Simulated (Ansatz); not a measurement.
Basis-set extrapolation for `CCBC[SiH3]` (PBE0-D4/def2-TZVP geometry, frozen core, the Gaussian-basis code of Ansatz). Multiplicity 1, RHF reference.

```
                      def2-TZVPP   def2-QZVPP
                 HF  -433.691013  -433.707063
    MP2 correlation    -0.761408    -0.809651
CCSD(T) correlation    -0.862151      not run
```

Energies in hartree. Use E(X) = E(∞) + A·exp(−7.88·√X) for Hartree–Fock and E(X) = E(∞) + B·X^(−2.97) for correlation, with X = 3 and 4, and add CCSD(T) minus MP2 of the smaller set to the MP2 limit.

Q: What is the CCSD(T) energy at the basis-set limit?

A: HF limit: -433.707063 + (-0.016050) × 0.13774 = -433.70927. MP2 limit: -0.809651 + (-0.048243) × 0.74074 = -0.84539. Higher-order term: -0.862151 − (-0.761408) = -0.10074. Total: -434.65540 hartree, 268.4 kJ/mol below CCSD(T)/def2-TZVPP.
